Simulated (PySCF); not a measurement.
HfF4, SMILES [F][Hf]([F])([F])[F], multiplicity 1.

Coordinates come from a B3LYP-D3(BJ)/def2-SVP optimisation. The spin state was assumed, not searched. The isomer is the one that the SMILES or the coordinates give; other isomers of the formula were not compared. The def2 effective core potentials stand for the cores of Hf; spin–orbit coupling is left out.

Level of theory: PySCF with TDDFT-LC-ωPBE/def2-SVPD.

Vertical excitations; the highest root listed may be one member of a degenerate set. Gas-phase values at a fixed geometry. State labels are in the subgroup D2.

Q: List the lowest excited states. (The exact figures need the calculation; the answer reports its results.)

A: 
| state | symmetry | energy (eV) | λ (nm) | f | main pairs |
|---|---|---|---|---|---|
| S1 | B3 | 10.05 | 123 | 0.000 | HOMO→LUMO+2, HOMO−3→LUMO+1 (degenerate set) |
| S2 | B1 | 10.05 | 123 | 0.000 | HOMO−2→LUMO+1, HOMO−2→LUMO+2, HOMO−5→LUMO+2 (degenerate set) |
| S3 | B2 | 10.05 | 123 | 0.000 | HOMO−1→LUMO+1, HOMO−1→LUMO+2, HOMO−4→LUMO+2 (degenerate set) |
| S4 | B3 | 10.12 | 122 | 0.000 | HOMO−3→LUMO+1, HOMO→LUMO+2 (degenerate set) |
| S5 | B1 | 10.12 | 122 | 0.000 | HOMO−5→LUMO+2, HOMO−5→LUMO+1, HOMO−2→LUMO+1 (degenerate set) |
| S6 | B2 | 10.12 | 122 | 0.000 | HOMO−4→LUMO+2, HOMO−4→LUMO+1, HOMO−1→LUMO+1 (degenerate set) |
| S7 | B1 | 10.14 | 122 | 0.004 | HOMO−5→LUMO+1, HOMO−2→LUMO+2, HOMO−5→LUMO+2, HOMO−2→LUMO+1 (degenerate set) |
| S8 | B2 | 10.14 | 122 | 0.004 | HOMO−4→LUMO+1, HOMO−1→LUMO+2, HOMO−4→LUMO+2, HOMO−1→LUMO+1 (degenerate set) |
| S9 | B3 | 10.14 | 122 | 0.004 | HOMO−3→LUMO+2, HOMO→LUMO+1 (degenerate set) |
| S10 | B3 | 10.43 | 119 | 0.000 | HOMO→LUMO 81 % |
| T1 | B3 | 9.59 | 129 | 0 | HOMO→LUMO+1, HOMO−3→LUMO+2 (degenerate set) |
| T2 | B1 | 9.59 | 129 | 0 | HOMO−2→LUMO+2, HOMO−5→LUMO+1, HOMO−2→LUMO+1 (degenerate set) |
| T3 | B2 | 9.59 | 129 | 0 | HOMO−1→LUMO+2, HOMO−4→LUMO+1, HOMO−1→LUMO+1 (degenerate set) |
| T4 | B2 | 9.80 | 126 | 0 | HOMO−1→LUMO+1 36 %, HOMO−4→LUMO+2 28 %, HOMO−1→LUMO+2 12 %, HOMO−4→LUMO+1 9 % |
Triplets are in the Tamm–Dancoff approximation, which puts them higher than full response would, so one can lie above its singlet here.
